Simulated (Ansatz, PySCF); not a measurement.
Potential energy curve for GaO, doublet.

Computed with: UHF/cc-pVQZ (Ansatz, a first-principles code); UCCSD(T) = CCSD(T) on UHF/cc-pVQZ, cores with 3d frozen (Ansatz); UKS-B3LYP/LANL2DZ = unrestricted B3LYP/LANL2DZ, with its core potentials past Ne (PySCF); UKS-B3LYP/6-31G* = PySCF with unrestricted B3LYP/6-31G*, spherical d; ROCCSD(T) = CCSD(T) on ROHF/cc-pVQZ, cores with 3d frozen in Ansatz.

Energies are in kcal/mol, each relative to the lowest point of its own curve near equilibrium.

```
R / Å         UHF  UCCSD(T)  UKS-B3LYP/LANL2DZ  UKS-B3LYP/6-31G*  ROCCSD(T)
-----  ----------  --------  -----------------  ----------------  ---------
1.38         91.4      70.0         (withheld)              73.3       70.2
1.46         54.4      30.1               27.6              35.9       30.0
1.52         37.3      12.4               13.9        (withheld)       11.6
1.62         16.9      22.0                2.5        (withheld)       21.3
1.66   (withheld)      14.5                0.7               1.4       14.1
1.71          5.6       7.7                0.0               0.0        7.7
1.76          2.1       3.5                0.6               0.2        3.5
1.80          0.6       1.4                1.8               1.2        1.4
1.86          0.0       0.0                4.5        (withheld)        0.0
1.96          2.1       0.9                7.3        (withheld)        0.9
2.13         10.6       8.0               12.6              10.1        8.0
2.30         21.6      18.1               21.0              20.1       18.0
2.57         38.9      35.4               36.1              37.1       35.0
2.82         47.0      51.2               49.3              51.3       49.5
3.03         49.3      62.3               58.6              61.0       60.0
3.41         50.7      77.4               69.9              72.3       74.7
3.72         51.2      84.4                  —              77.8       81.7
4.12         51.4      89.9                  —              82.5       86.6
4.58         51.5      90.2                  —              85.9          —
5.14         51.7      90.4                  —              88.3          —
6.02         51.8      90.6                  —              90.2          —
6.94         51.8      90.6                  —              91.0          —
```

Q: Fill in the missing entries.

A: 
- 1.38, UKS-B3LYP/LANL2DZ: 57.9
- 1.52, UKS-B3LYP/6-31G*: 18.8
- 1.62, UKS-B3LYP/6-31G*: 4.0
- 1.66, UHF: 11.0
- 1.86, UKS-B3LYP/6-31G*: 2.8
- 1.96, UKS-B3LYP/6-31G*: 3.6

A dash means that the run gave no value there, or that the column was ended at a point which the program doubted or which failed a test of continuity chosen for this set; such a test can also cut sound points.

The unrestricted determinant behind UHF, UCCSD(T) is spin-contaminated at 1.62 to 1.66, 2.57 to 6.94 Å (<S²> up to 1.8, against 0.75 for a pure doublet). The unrestricted determinant behind UKS-B3LYP/LANL2DZ is spin-contaminated at 3.03 to 6.94 Å (<S²> up to 1.5, against 0.75 for a pure doublet). The unrestricted determinant behind UKS-B3LYP/6-31G* is spin-contaminated at 2.82 to 6.94 Å (<S²> up to 1.6, against 0.75 for a pure doublet). The T1 diagnostic of CCSD on the restricted reference of ROCCSD(T) exceeds 0.045 at 3.03 to 5.14 Å.
